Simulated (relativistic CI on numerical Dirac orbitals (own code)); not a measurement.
## Pr XXX: computed level list

Computed by Dirac-Coulomb-Breit CI, KLI orbitals optimised for each configuration, model QED, unscaled Slater integrals (own radial code, finite nucleus).

Configurations in the expansion (outside the closed core [Ar] 3d10): 4s2, 4s 4p, 4p2, 4s 4d, 4d2, 4s 4f, 4p 4d, 4f2, 4p 4f, 4d 4f, 4s 5s, 4s 5p, 4s 5d, 4s 5f, 4s 5g, 4s 6s. Levels of other configurations are missing.

```
No.  Configuration  Term  J  E (10³ cm⁻¹)    %  Next component (%)  Lifetime (s)
  1            4s2    1S  0           0.0   99            1 4p2 1S              
  2          4s 4p   3P°  0         444.4  100                                  
  3          4s 4p   3P°  1         477.4   85              14 1P°      1.84e-10
  4          4s 4p   3P°  2         681.1  100                          1.01e-05
  5          4s 4p   1P°  1         792.3   85              15 3P°      6.22e-12
  6            4p2    3P  0        1031.7   76               24 1S      1.47e-11
  7            4p2    3P  1        1234.9  100                          7.59e-12
  8            4p2    1D  2        1240.9   62               33 3P      1.44e-11
  9            4p2    3P  2        1462.0   64               25 1D      7.01e-12
 10            4p2    1S  0        1547.1   75               24 3P      5.38e-12
 11          4s 4d    3D  1        1548.5  100                          3.42e-12
 12          4s 4d    3D  2        1564.2   96                2 1D      3.64e-12
 13          4s 4d    3D  3        1596.2  100                          5.37e-12
 14          4s 4d    1D  2        1686.2   82           12 4p2 1D      3.00e-12
 15          4p 4d   3F°  2        2017.7   78              18 1D°      2.64e-11
 16          4p 4d   3F°  3        2108.1   72              14 3D°      1.15e-11
 17          4p 4d   3D°  1        2116.0   59              21 3P°      2.45e-12
 18          4p 4d   3P°  2        2120.3   45              28 3D°      5.14e-12
 19          4p 4d   1D°  2        2291.7   43              39 3D°      3.06e-12
 20          4p 4d   3F°  4        2293.9   97         3 4s 4f 3F°      2.22e-11
 21          4p 4d   3D°  3        2311.8   38              28 1F°      2.83e-12
 22          4p 4d   3P°  0        2317.0  100                          2.84e-12
 23          4p 4d   3P°  1        2322.9   69              30 3D°      2.64e-12
 24          4p 4d   3P°  2        2350.5   52              31 3D°      3.47e-12
 25          4p 4d   3D°  3        2385.7   46              37 1F°      3.30e-12
 26          4p 4d   1P°  1        2440.6   77              11 3D°      3.23e-12
 27          4s 4f   3F°  2        2509.7   99         1 4p 4d 3F°      4.44e-12
 28          4s 4f   3F°  3        2514.5   98         2 4p 4d 3F°      4.39e-12
 29          4s 4f   3F°  4        2521.2   97         3 4p 4d 3F°      4.39e-12
 30          4s 4f   1F°  3        2602.1   76        22 4p 4d 1F°      2.63e-12
 31          4p 4f    3G  3        3002.7   71               18 1F      4.79e-12
 32          4p 4f    3G  4        3014.0   36               27 1G      1.04e-11
 33          4p 4f    3F  2        3019.2   51               19 1D      5.67e-12
 34          4p 4f    3D  3        3025.3   43               33 3F      5.54e-12
 35            4d2    3F  2        3146.9   79          9 4p 4f 3D      1.76e-12
 36            4d2    3F  3        3164.4   81          7 4p 4f 3D      2.63e-12
 37            4d2    1G  4        3169.1   56         20 4p 4f 3G      4.58e-12
 38            4d2    3P  0        3180.2   87               12 1S      1.86e-12
 39            4d2    1D  2        3182.5   56               22 3P      2.58e-12
 40            4d2    3F  4        3190.9   69         15 4p 4f 3G      4.05e-12
 41            4d2    3P  1        3207.7  100                          2.17e-12
 42            4d2    3P  2        3238.6   75               13 1D      2.79e-12
 43          4p 4f    1F  3        3243.3   52               21 3G      3.21e-12
 44          4p 4f    3G  5        3252.0  100                          4.21e-12
 45          4p 4f    3F  4        3270.3   46           27 4d2 3F      2.43e-12
```

Energies count from the lowest computed level; ° marks odd parity; lifetimes are radiative, by E1, M1, E2, M2 decay to levels of this space only; some are left blank where a channel outside the calculation adds to the decay or the decay crosses a small, uncertain gap.

The mean weight of the leading LS term, summed over parents, in these 45 levels is 75 %, and that of the leading jj configuration (from the same eigenvectors) 85 %, so jj coupling describes them better and the LS labels are nominal.

At this charge energies of transitions that change n are usually good to better than 1 %, and those within a shell (Δn = 0) to a few per cent.

LS names give the leading component of a level, which can be under half, so a name can repeat, a term be missing and a line seem to break the LS rules.
